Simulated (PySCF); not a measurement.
Cl6Y2, SMILES [Cl][Y]12(<-[Cl][Y]2(<-[Cl]1)([Cl])[Cl])[Cl]. Geometry: PBE0-D3(BJ)/def2-SVP. The multiplicity is an assumed one; other spin states were not compared. The def2 effective core potentials stand for the cores of Y; spin–orbit coupling is left out. Other conformers were not sampled.

Computed equilibrium geometry at PBE0-D3(BJ)/def2-SVP (PySCF confirms it by a frequency run) as a Z-matrix, and its point group (one conformer of several):
point group D2h.
```
Cl
Y 1 2.6423
Cl 2 2.4251 1 112.91
Cl 2 2.4251 3 117.12 1 133.73
Y 1 2.6423 2 96.54 3 -112.14
Cl 5 2.4251 1 112.91 2 112.14
Cl 5 2.4251 6 117.12 1 -133.73
Cl 5 2.6423 6 112.91 7 -133.73
```
